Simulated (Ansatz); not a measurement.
Coupled-cluster run, AlBrH₂O₂, SMILES `[OH][Al]([OH])[Br]`.

```yaml
crystal:
  periodic: [false, false, false]
  atoms:
    - {symbol: O, position_ang: [-0.080222, 1.421080, -0.824931]}
    - {symbol: Al, position_ang: [-0.029672, -0.053544, -0.021644]}
    - {symbol: O, position_ang: [1.110112, -0.254822, 1.196020]}
    - {symbol: Br, position_ang: [-1.450780, -1.714409, -0.561994]}
    - {symbol: H, position_ang: [-0.702087, 1.604045, -1.526924]}
    - {symbol: H, position_ang: [1.194649, -1.066350, 1.693272]}
basis:
  gaussian: {orbitals: def2-TZVPP}
correlation: {method: ccsd_t}
output: {orbitals: {seedname: orbitals}}
```

```sh
$ ansatz run in.yaml --threads 2 --pin off --events-out ev --progress --plain
```

Log, shortened:

```
Functional definition: HF
1144 factors; integrals over basis functions are off by at most 9.1e-4 eV
mean field evaluation 1: about -80690.5690 eV, gradient 5.3e1 eV
mean field evaluation 2: about -80690.6945 eV, gradient 5.3e1 eV
mean field evaluation 4: about -80695.4534 eV, gradient 2.4e0 eV
mean field evaluation 8: about -80695.5046 eV, gradient 2.5e-1 eV
mean field -80695.50482384 eV, -2965.5051048986 hartree, gradient 6.0e-6 eV, S^2 0.000000; 0 other end points of the search recorded, 0 dependent functions left out
16 core orbitals not correlated: weight in the atoms' cores, before any rotation towards them, 0.999 or more for the frozen orbitals, at most 0.001 for the correlated occupied ones
reference -80695.50482384 eV, -2965.5051048986 hartree; 17, 17 occupied and 147, 147 virtual orbitals, 1144 factors
second order -22.54754882 eV of doubles, -0.00000000 eV of singles
cycle   1  -22.27817024 eV  change    2.7e-1 eV  update   9.2e-2
cycle   2  -22.72106940 eV  change   -4.4e-1 eV  update   2.6e-2
cycle   3  -22.82246069 eV  change   -1.0e-1 eV  update   1.3e-2
cycle   4  -22.80711158 eV  change    1.5e-2 eV  update   3.2e-3
cycle   5  -22.80619974 eV  change    9.1e-4 eV  update   1.3e-3
cycle   6  -22.80688652 eV  change   -6.9e-4 eV  update   3.7e-4
cycle   7  -22.80659452 eV  change    2.9e-4 eV  update   1.3e-4
cycle   8  -22.80655409 eV  change    4.0e-5 eV  update   3.5e-5
perturbative correction -0.78137003 eV, -0.0287148188 hartree
Total energy: -80719.09274796 eV, -2966.3719451214 hartree
```

Hardware: 2 threads of a server CPU on a shared host. Wall time 70 s, peak host memory 1.8 GiB.

Correlation energy per correlated electron: -0.694 eV. T1 diagnostic: 0.0099.
